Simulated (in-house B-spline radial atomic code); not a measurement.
RPA and G0W0 for Tl+, [Xe] 4f14 5d10 6s2, as one setting changes: the highest l of the empty states. Start: Hartree-Fock. A dash marks a level of low quasi-particle weight. Computed with an all-electron radial atomic-structure program (B-spline basis): all electrons, scalar-relativistic (spin-free one-electron X2C), finite nucleus, each spin shell either full or empty, empty states to the listed l with an (l + 1/2)⁻⁴ tail; G0W0 by contour deformation at full frequency.

Without the two-electron picture change, the correlation of inner shells comes somewhat too large for so heavy an element.

```
highest l of the empty states  RPA summed (Eh)  RPA extrapolated (Eh)  G0W0 level (eV)
                            5          -5.8172                 -6.833       6s -20.475
                            6          -6.1929                -6.8381       6s -20.461
                            7          -6.3985                -6.8187       6s -20.455
                            8                ?                      ?                ?
                            9                ?                      ?                ?
                           10          -6.6297                -6.7616       6s -20.447
                           11          -6.6577                -6.7518       6s -20.447
```

Task: What belongs in the row for 8?

Result: RPA summed (Eh): -6.5162; RPA extrapolated (Eh): -6.7954; G0W0 level (eV): 6s -20.451.

Task: What belongs in the row for 9?

Result: RPA summed (Eh): -6.5862; RPA extrapolated (Eh): -6.7753; G0W0 level (eV): 6s -20.449.
